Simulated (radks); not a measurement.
V2+, configuration [Ar] 3d3.

All-electron calculation, non-relativistic Kohn-Sham, BLYP, spin-unpolarised, spherical densities, point nucleus. Program: a radial shooting solver on a logarithmic mesh with Libxc functionals.

Energy parts (hartree):
| part | energy |
|---|---|
| total | -943.05507 |
| kinetic | 942.29459 |
| electron-nucleus | -2222.62652 |
| Hartree | 382.02753 |
| exchange-correlation | -44.75069 |

Orbitals (lengths in bohr, moments of r in powers of bohr; r(max) is where P^2 peaks):
1s: occ. 2; eigenvalue (hartree) -196.4080; r(max) 0.04410
2s: occ. 2; eigenvalue (hartree) -22.47721; r(max) 0.2581
2p: occ. 6; eigenvalue (hartree) -19.06257; r(max) 0.2089
3s: occ. 2; eigenvalue (hartree) -3.14101; r(max) 0.8256
3p: occ. 6; eigenvalue (hartree) -2.21530; r(max) 0.8464
3d: occ. 3; eigenvalue (hartree) -0.78878; r(max) 0.8822

The highest occupied level is 3d at -21.464 eV. The electron density at the nucleus is 8183 e/bohr^3.
